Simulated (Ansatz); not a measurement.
Calculated with Ansatz (gas phase, PBE0-D4/def2-TZVP geometries, no zero-point term in ΔE). CCSD(T)/CBS is the MP2 limit (def2-TZVPP, def2-QZVPP) plus CCSD(T) − MP2 in def2-TZVPP, frozen cores. DFT in def2-TZVPP. B3LYP here is the variant with VWN-RPA as its local correlation; programs differ in this. One conformer a species, not always the lowest.

Consider the substitution at a C–C bond: `CC1(C)COC1` + `F[Si](F)(S)Cl` → `CS[Si](F)(F)Cl` + `CC1COC1`.

(1) Is it downhill or uphill in electronic energy at CCSD(T)/CBS, and by how much? (Best estimate.)

(2) What do these levels give: PBE-D4, B3LYP-D4, ωB97X-V, ωB97M-V, B2PLYP, r2SCAN, HF/def2-TZVPP, SCS-MP2/def2-TZVPP, HF/def2-QZVPP, MP2/def2-QZVPP, HF/CBS(def2), CCSD/CBS(def2)? (Estimate.)

Largest T1 diagnostic among the species: 0.011.

## Answers

(1) The calculation gave: Uphill: ΔE = +21.3 kJ/mol.

(2) The calculation gave: PBE-D4 14.3, B3LYP-D4 15.1, ωB97X-V 19.0, ωB97M-V 20.0, B2PLYP 16.8, r2SCAN 17.1, HF/def2-TZVPP 15.1, SCS-MP2/def2-TZVPP 22.3, HF/def2-QZVPP 15.1, MP2/def2-QZVPP 23.0, HF/CBS(def2) 15.1, CCSD/CBS(def2) 21.0 kJ/mol.

In def2-TZVPP, CCSD(T) changes the Hartree–Fock value by +9.2 kJ/mol (the triples alone add +0.2 kJ/mol) and MP2 by +9.7 kJ/mol.
